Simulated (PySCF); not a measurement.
ZrF2I2, SMILES [F][Zr]([F])([I])[I], multiplicity 1. Heavy atoms are numbered as in [Zr:1]([F:2])([F:3])([I:4])[I:5].

The structure is a stationary point at B3LYP-D3(BJ)/def2-SVP. The multiplicity is an assumed one; no other spin state was optimised. The structure was generated by enumeration; whether it is a known compound was not checked. The def2 effective core potentials stand for the cores of I, Zr; spin–orbit coupling is left out.

The numbers are results of ωB97X/def2-TZVP run with PySCF, not measurements.

ESP charges are fitted to the potential on shells at 1.4 to 2.0 van der Waals radii. Atomic charges (e), one atom of each kind:

| atom | Mulliken | ESP fit | Löwdin |
|---|---|---|---|
| Zr1 | 1.42 | … | 0.06 |
| F2 | -0.42 | … | -0.22 |
| I4 | -0.29 | … | 0.19 |

Question: What belongs in the gaps? (The exact figures need the calculation; the answer reports its results.)

Answer: 
- Zr1, ESP fit: 0.64
- F2, ESP fit: -0.20
- I4, ESP fit: -0.12
